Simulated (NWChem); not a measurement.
Basis-set convergence for diphosphane (H4P2)

SMILES: PP
```xyz
6

P      1.0086     0.5217     0.0000
P     -1.0086    -0.5217     0.0000
H      1.5409    -0.3163     1.0313
H      1.5409    -0.3163    -1.0313
H     -1.5409     0.3163     1.0313
H     -1.5409     0.3163    -1.0313
```
Charge 0, spin multiplicity 1.

All runs are NWChem calculations. The geometry was optimised at B3LYP/def2-SVP, a minimum by its harmonic frequencies. It is one conformer; others weren't searched.

Quantity: vertical ionisation energy at the level ΔHF (Δ: difference of total energies, the cation a doublet at the parent's geometry with its hole in an orbital of symmetry ag (C2h labels); it is the state that the SCF runs reached, from PBE0 orbitals for Hartree-Fock references, and need not be the lowest).

The Pople sets run with spherical d functions. The stability of the SCF solutions was not checked. Open-shell Hartree-Fock references start from PBE0 orbitals.

```csv
basis,functions,vertical ionisation energy (eV)
STO-3G,22,5.68
3-21G,34,…
cc-pVDZ,56,…
def2-SVP,56,8.34
6-311G**,76,8.34
6-311++G**,88,…
cc-pVTZ,124,8.23
aug-cc-pVTZ,192,8.22
cc-pVQZ,238,8.22
def2-QZVP,260,8.22
```

Task: What belongs in the gaps?

Result: 
- 3-21G, vertical ionisation energy (eV): 8.53
- cc-pVDZ, vertical ionisation energy (eV): 8.29
- 6-311++G**, vertical ionisation energy (eV): 8.32
